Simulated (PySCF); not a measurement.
## Ionisation energy of Pt⁶¹⁺ by level of theory

Pt⁶¹⁺ [Ne] 3s2 3p5 (2P) → Pt⁶²⁺ [Ne] 3s2 3p4 (3P), as a difference of total energies. Computed with PySCF 2.14 in an even-tempered Gaussian basis (17 s from 17 bohr⁻², ratio 2.5; 12 p from 22 bohr⁻², ratio 2.5; 4 d from 89 bohr⁻², ratio 2.7; 4 f from 130 bohr⁻², ratio 2.7), with scalar relativity by spin-free X2C-1e. Correlated levels: outer shells: 1s2 frozen; virtual orbitals above 40 to 60 times the deepest correlated orbital energy dropped. The calculations carry no spin-orbit coupling.

```
                method  ionisation energy (eV)
                   UHF                  6785.8
    MP2 (outer shells)                  6787.1
SCS-MP2 (outer shells)                  6787.0
   CCSD (outer shells)                  6787.0
CCSD(T) (outer shells)                  6787.1
```

Spin-orbit coupling is strong in these open shells (close to jj coupling). The scalar numbers leave it out and a first-order estimate fails, so it can dominate the gap to the real levels.

Breit and QED terms and the two-electron picture change are absent.

For comparison: 6646 ± 12 eV (theoretical estimate listed by NIST; NIST Atomic Spectra Database, ionization energies).
